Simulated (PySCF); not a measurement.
## Spin-rotation constants: `N1([SiH3])C[C@H](C)C(C(C)(C)C)=N1`, C8H18N2Si

Molfile (atoms numbered from 1):
```
C8H18N2Si
     RDKit          3D

 29 29  0  0  0  0  0  0  0  0999 V2000
    0.7072    2.2870   -0.0516 C   0  0  0  0  0  0  0  0  0  0  0  0
    0.6128    0.9825   -0.8433 C   0  0  1  0  0  0  0  0  0  0  0  0
    1.9935    0.3409   -1.0600 C   0  0  0  0  0  0  0  0  0  0  0  0
    1.9425   -0.8911   -0.2754 N   0  0  0  0  0  0  0  0  0  0  0  0
    3.1823   -2.0814   -0.1435 Si  0  0  0  0  0  4  0  0  0  0  0  0
    0.6979   -1.1007    0.2043 N   0  0  0  0  0  0  0  0  0  0  0  0
   -0.0855   -0.1356   -0.0741 C   0  0  0  0  0  0  0  0  0  0  0  0
   -1.5288   -0.1541    0.3493 C   0  0  0  0  0  0  0  0  0  0  0  0
   -1.6595    0.4777    1.7434 C   0  0  0  0  0  0  0  0  0  0  0  0
   -2.0000   -1.6110    0.4253 C   0  0  0  0  0  0  0  0  0  0  0  0
   -2.4055    0.6039   -0.6518 C   0  0  0  0  0  0  0  0  0  0  0  0
    1.1320    2.1011    0.9327 H   0  0  0  0  0  0  0  0  0  0  0  0
    1.3462    2.9941   -0.5783 H   0  0  0  0  0  0  0  0  0  0  0  0
   -0.2714    2.7441    0.0706 H   0  0  0  0  0  0  0  0  0  0  0  0
    0.1091    1.1751   -1.7944 H   0  0  0  0  0  0  0  0  0  0  0  0
    2.8096    0.9728   -0.7009 H   0  0  0  0  0  0  0  0  0  0  0  0
    2.1809    0.0999   -2.1118 H   0  0  0  0  0  0  0  0  0  0  0  0
    2.7184   -2.9862    0.8957 H   0  0  0  0  0  0  0  0  0  0  0  0
    3.4010   -2.7737   -1.4231 H   0  0  0  0  0  0  0  0  0  0  0  0
    4.4133   -1.3595    0.2025 H   0  0  0  0  0  0  0  0  0  0  0  0
   -1.0151   -0.0430    2.4471 H   0  0  0  0  0  0  0  0  0  0  0  0
   -1.3800    1.5274    1.7295 H   0  0  0  0  0  0  0  0  0  0  0  0
   -2.6877    0.4009    2.0904 H   0  0  0  0  0  0  0  0  0  0  0  0
   -3.0323   -1.6554    0.7654 H   0  0  0  0  0  0  0  0  0  0  0  0
   -1.9330   -2.0829   -0.5518 H   0  0  0  0  0  0  0  0  0  0  0  0
   -1.3723   -2.1676    1.1140 H   0  0  0  0  0  0  0  0  0  0  0  0
   -2.3081    0.1734   -1.6465 H   0  0  0  0  0  0  0  0  0  0  0  0
   -3.4488    0.5330   -0.3511 H   0  0  0  0  0  0  0  0  0  0  0  0
   -2.1386    1.6564   -0.7015 H   0  0  0  0  0  0  0  0  0  0  0  0
  1  2  1  0
  2  3  1  0
  3  4  1  0
  4  5  1  0
  4  6  1  0
  6  7  2  0
  7  8  1  0
  8  9  1  0
  8 10  1  0
  8 11  1  0
  7  2  1  0
  1 12  1  0
  1 13  1  0
  1 14  1  0
  2 15  1  6
  3 16  1  0
  3 17  1  0
  5 18  1  0
  5 19  1  0
  5 20  1  0
  9 21  1  0
  9 22  1  0
  9 23  1  0
 10 24  1  0
 10 25  1  0
 10 26  1  0
 11 27  1  0
 11 28  1  0
 11 29  1  0
M  END
```

Method used: GIAO BHandHLYP/pcSseg-1 magnetisability, rotational g tensor and spin-rotation constants, non-relativistic, gas phase in PySCF 2.14.0. Geometry: GFN2-xTB.

Question: Give the nuclear spin-rotation constants along the inertial axes (H = +C I·J) beside the isotropic shieldings.

Answer: Rotational constants 1.5142, 0.6306, 0.5138 GHz. A star marks the isotopologue with that one atom substituted, in its own axes.
| atom | isotope | Caa (kHz) | Cbb (kHz) | Ccc (kHz) | mean (kHz) | σ (ppm) |
| --- | --- | --- | --- | --- | --- | --- |
| N4 | 14N | 0.098 | 0.051 | 0.043 | 0.064 | 153.1 |
| N6 | 14N | 0.492 | 0.119 | 0.041 | 0.217 | -122.9 |
| H12 | 1H | -0.160 | -0.065 | 0.003 | -0.074 | 30.8 |
| H13 | 1H | -0.143 | 0.003 | -0.057 | -0.066 | 30.7 |
| H14 | 1H | 0.039 | -0.067 | -0.059 | -0.029 | 30.4 |
| H15 | 1H | -0.134 | -0.056 | 0.005 | -0.062 | 28.8 |
| H16 | 1H | -0.101 | -0.024 | -0.033 | -0.052 | 28.9 |
| H17 | 1H | -0.119 | -0.064 | 0.013 | -0.057 | 28.3 |
| H18 | 1H | -0.133 | 0.013 | -0.032 | -0.051 | 27.0 |
| H19 | 1H | -0.102 | -0.054 | 0.010 | -0.049 | 27.4 |
| H20 | 1H | -0.067 | -0.020 | -0.030 | -0.039 | 27.4 |
| H21 | 1H | -0.086 | -0.057 | -0.024 | -0.056 | 30.6 |
| H22 | 1H | -0.166 | 0.011 | -0.053 | -0.070 | 30.7 |
| H23 | 1H | 0.003 | -0.057 | -0.057 | -0.037 | 30.9 |
| H24 | 1H | 0.002 | -0.053 | -0.062 | -0.038 | 31.2 |
| H25 | 1H | -0.154 | -0.066 | 0.005 | -0.072 | 30.9 |
| H26 | 1H | -0.088 | -0.039 | -0.028 | -0.051 | 29.7 |
| H27 | 1H | -0.139 | -0.075 | 0.005 | -0.070 | 30.8 |
| H28 | 1H | 0.013 | -0.059 | -0.060 | -0.035 | 30.9 |
| H29 | 1H | -0.155 | 0.010 | -0.056 | -0.067 | 30.5 |
| C1 | 13C* | 0.219 | 0.097 | 0.079 | 0.132 | 162.5 |
| C2 | 13C* | 0.252 | 0.105 | 0.108 | 0.155 | 143.0 |
| C3 | 13C* | 0.295 | 0.110 | 0.121 | 0.175 | 129.1 |
| Si5 | 29Si* | -0.804 | -0.354 | -0.293 | -0.484 | 412.3 |
| C7 | 13C* | 0.638 | 0.283 | 0.123 | 0.348 | 20.3 |
| C8 | 13C* | 0.252 | 0.107 | 0.083 | 0.147 | 153.0 |
| C9 | 13C* | 0.263 | 0.118 | 0.071 | 0.151 | 152.8 |

For the geometry as given, no vibrational averaging.
